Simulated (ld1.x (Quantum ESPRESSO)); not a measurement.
Varying the RRKJ potential for Hg

Base potential:

```
Element                 : mercury (Hg)
Generator               : ld1.x (Quantum ESPRESSO) 7.5
Type                    : norm-conserving RRKJ (Kleinman–Bylander form)
Functional              : PBE
Relativity              : scalar-relativistic
Frozen core             : [Kr] 4d10
Valence charge          : 34
Reference configuration : 4f14 5s2 5p6 5d10 6s1.5 6p0 (charge +0.5)
Partial waves           : 5s (bound): rc 1.30 bohr; 5p (bound): rc 1.20 bohr; 5d (bound): rc 1.50 bohr; 4f (bound): rc 0.65 bohr
Local potential         : the f channel
Core correction         : Bessel-smoothed model core inside 0.40 bohr
```

Occupied shells without a wave of their own: 6s. They enter only through the test configuration that unscreens the potential, and ld1.x also counts them in the model core charge.

All-electron outer shells of the reference configuration (PBE, scalar-relativistic, ld1.x):

| shell | level (eV) | outermost node (bohr) | outermost maximum (bohr) |
| --- | --- | --- | --- |
| 4p | -581.21 | 0.22 | 0.39 |
| 4d | -353.11 | 0.20 | 0.40 |
| 5s | -122.57 | 0.47 | 0.82 |
| 4f | -100.26 | – | 0.37 |
| 5p | -70.92 | 0.51 | 0.93 |
| 5d | -14.21 | 0.55 | 1.17 |
| 6s | -10.65 | 1.08 | 2.18 |
| 6p | -4.08 | 1.27 | 3.02 |

Cutoffs, loose and tight: the cutoffs (Ry, on a coarse ladder) from which the occupation-weighted sum of valence levels, in a spherical-Bessel basis at the reference potential, stays within 10 and 1 mRy of its value at 400 Ry. They do not see the model core or the augmentation charge, which bear on the density cutoff. Test errors are all-electron minus pseudo excitation energies from the reference, over the configurations 4f14 5s2 5p6 5d10 6s2 6p0; 4f14 5s2 5p6 5d10 6s1 6p0; 4f14 5s2 5p6 5d10 6s0 6p0; 4f14 5s2 5p6 5d10 6s1 6p1; 4f14 5s1 5p6 5d10 6s2 6p0; 4f13 5s2 5p6 5d10 6s2 6p0; 4f14 5s2 5p6 5d10 6s0 6p1. A dash means not determined; rows that change the core or the reference have their own tests. The largest error is taken over the tests solved by every variant that gives reliable tests at all: 4f14 5s2 5p6 5d10 6s0 6p0; 4f14 5s2 5p6 5d10 6s1 6p0; 4f14 5s2 5p6 5d10 6s2 6p0.

With those shells counted twice in exchange and correlation these files are broken, and their errors move erratically; no question is asked of them.

A true bound ghost makes a file unfit for plane-wave use even where its test errors are small: the radial tests pick states by their node count and pass the ghost by. Where a test does run into it, the solver fails or the error is huge.

Cutoffs are not given where the Bessel-basis levels miss the radial ones by over 6 mRy, ghosts where they miss by over 20 mRy; a channel whose overlap is not positive is not tested.

```csv
change,outcome,bound ghosts,largest test error (meV)
base,generated,"p, d",-237
wave 5p (bound): rc 1.20 bohr becomes 5p (bound): rc 0.76 bohr,generated,"p, d",-236
wave 5p (bound): rc 1.20 bohr becomes 5p (bound): rc 0.92 bohr,failed: compute_phi: phi has nodes before r_c,–,–
wave 5p (bound): rc 1.20 bohr becomes 5p (bound): rc 1.06 bohr,failed: compute_phi: phi has nodes before r_c,–,–
wave 5p (bound): rc 1.20 bohr becomes 5p (bound): rc 1.22 bohr,generated,"p, d",-237
wave 5p (bound): rc 1.20 bohr becomes 5p (bound): rc 1.32 bohr,generated,"p, d",-237
wave 5p (bound): rc 1.20 bohr becomes 5p (bound): rc 1.46 bohr,generated,"p, d",-236
wave 5p (bound): rc 1.20 bohr becomes 5p (bound): rc 1.66 bohr,generated,"p, d",-236
wave 5p (bound): rc 1.20 bohr becomes 5p (bound): rc 1.80 bohr,generated,"p, d",-236
```

Reading the sweep of the p radius (base included, trends over the rows without a ghost): Bound ghosts are found at 0.76, 1.2, 1.22, 1.32, 1.46, 1.66, 1.8 bohr. Every judged row has one, so this setting neither creates nor removes them. The generation fails at 0.92, 1.06 bohr.
